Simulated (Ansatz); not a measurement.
# Appearance energy of a fragment ion: C4H10O2S → [C3H7]+ + CH3O2S + e⁻

Species: C4H10O2S (isopropyl methyl sulfone) `CC(C)S(C)(=O)=O`, singlet; [C3H7]+ `C[CH+]C`, singlet; CH3O2S `C[S](=O)=O`, doublet. 

Shapes, held fixed at every level: PBE0-D4/def2-TZVP. Flexible molecules stand in one conformer, not always the lowest. Programs: Ansatz 0.2.0. Electronic energies: no zero-point or thermal term.

```
               level                    kind  ΔE (eV)  less CCSD(T)/CBS estimate
        MP2/def2-SVP     perturbation theory   +10.46                      -0.33
         HF/def2-SVP            Hartree–Fock    +9.19                      -1.60
    SPW92/def2-TZVPP                     LDA   +10.74                      -0.05
   PBE-D4/def2-TZVPP                     GGA   +10.18                      -0.61
  PBE0-D4/def2-TZVPP           global hybrid   +10.47                      -0.32
  wB97X-V/def2-TZVPP  range-separated hybrid   +10.52                      -0.27
    CCSD(T)/def2-SVP   coupled cluster or CI   +10.26                      -0.53
CCSD(T)/CBS estimate   coupled cluster or CI   +10.79                       0.00
```

The highest level, CCSD(T)/CBS estimate, gives ΔE = +10.79 eV; the levels span +9.19 to +10.79. The column of differences is taken from that level and isn't an error. No measured value is set beside it here. Open shells run unrestricted. The CBS estimate extrapolates MP2 from def2-TZVPP and def2-QZVPP and adds CCSD(T) − MP2 in the triple-zeta set, cores frozen. The onset seen in experiment also holds zero-point changes and kinetic shifts. CCSD(T)/CBS estimate lies outside the range of all other levels here, so it shouldn't be taken on trust.
